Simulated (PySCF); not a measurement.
# Adding and removing an electron: PbF

PBE; Pb aug-cc-pVDZ-PP with ECP60, F aug-cc-pVDZ; scalar-relativistic core potentials (PySCF 2.14). Neutral (UKS): doublet (π ↑), Re = 2.108 Å, ωe = 488 cm⁻¹, De = 4.95 eV, HOMO -3.89 eV, LUMO -3.81 eV.

PbF⁺ (UKS): singlet (closed shell), Re = 2.025 Å, ωe = 585 cm⁻¹. The energies at the minima are -292.68020 hartree for PbF and -292.42754 for PbF⁺.

(1) Work out the adiabatic ionisation energy, without and with harmonic zero-point energies (1 hartree = 27.2114 eV, 1 eV = 8065.5 cm⁻¹), and the change of the bond length.

PbF⁻ (UKS): triplet (π ↑↑), Re = 2.205 Å, ωe = 383 cm⁻¹, De = 2.52 eV to Pb + F⁻. The energies at the minima are -292.68020 hartree for PbF and -292.72657 for PbF⁻.

(2) Work out the adiabatic electron affinity, without and with harmonic zero-point energies (1 hartree = 27.2114 eV, 1 eV = 8065.5 cm⁻¹), and the change of the bond length.

These are scalar-relativistic numbers at best; spin–orbit coupling would shift them, the dissociation energy most. For an ion De counts to the pair picked by the measured ionisation energies or electron affinities, which need not be the lowest pair at this level. The highest Kohn–Sham level is positive in this anion. Much of that is self-interaction error, but it also means that the finite basis helps to hold the extra electron. States were picked by a PBE0 search and need not be the measured ground states.

Results:

(1) At PBE: 0.25266 hartree = 6.875 eV between the minima; the zero-point term (585.0 − 488.0)/2 cm⁻¹ = +0.006 eV makes it 6.881 eV. Re changes by -8.3 pm against the neutral. The electron leaves a π orbital; in so polar a molecule the change of length follows mostly from the change of the ionic charges.

(2) At PBE: 0.04637 hartree = 1.262 eV between the minima; the zero-point term (488.0 − 383.0)/2 cm⁻¹ = +0.007 eV makes it 1.268 eV. Re changes by +9.7 pm against the neutral. The electron enters a π orbital; in so polar a molecule the change of length follows mostly from the change of the ionic charges.
